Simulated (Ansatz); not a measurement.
Compare A (`O/C=[CH]\[AlH2]`) with its isomer B (`C[CH]1[O][AlH]1`).

Calculated with Ansatz (gas phase, PBE0-D4/def2-TZVP geometries, no zero-point term in ΔE). CCSD(T)/CBS adds triple-zeta CCSD(T) − MP2 to the extrapolated MP2 energy (def2 sets, frozen cores). DFT in def2-TZVPP. B3LYP here is the variant with VWN-RPA as its local correlation; programs differ in this. Each species was taken in one conformer, which may not be the lowest.

(1) Which is lower in electronic energy at CCSD(T)/CBS, and by how much? (An estimate is asked.)

(2) Give E(B) − E(A) in kcal/mol with CCSD/def2-TZVPP, MP2/def2-TZVPP, PBE-D4, B3LYP-D4, CCSD(T)/def2-TZVPP, ωB97M-V, HF/def2-TZVPP. (An estimate is asked.)

(3) Does the order hold for the free energy at 298.15 K (harmonic terms from PBE0-D4)? (Estimate.)

Largest T1 diagnostic: 0.016.

Answers

(1) Ansatz gave: B, by 3.0 kcal/mol.

(2) The calculation gave: CCSD/def2-TZVPP -1.7, MP2/def2-TZVPP -4.2, PBE-D4 -2.7, B3LYP-D4 -0.4, CCSD(T)/def2-TZVPP -2.1, ωB97M-V -1.8, HF/def2-TZVPP 6.1. The order is the other way round with HF/def2-TZVPP.

(3) Ansatz gave: Yes: G(B) − G(A) = -0.6 kcal/mol, for one conformer each.

At CCSD(T), def2-SVP lies +3.1 kcal/mol from the extrapolated value and def2-TZVPP +0.8 kcal/mol. From BLYP to BHLYP (50 % exact exchange), in def2-TZVPP and without D4, E(B) − E(A) moves by +1.7 kcal/mol.
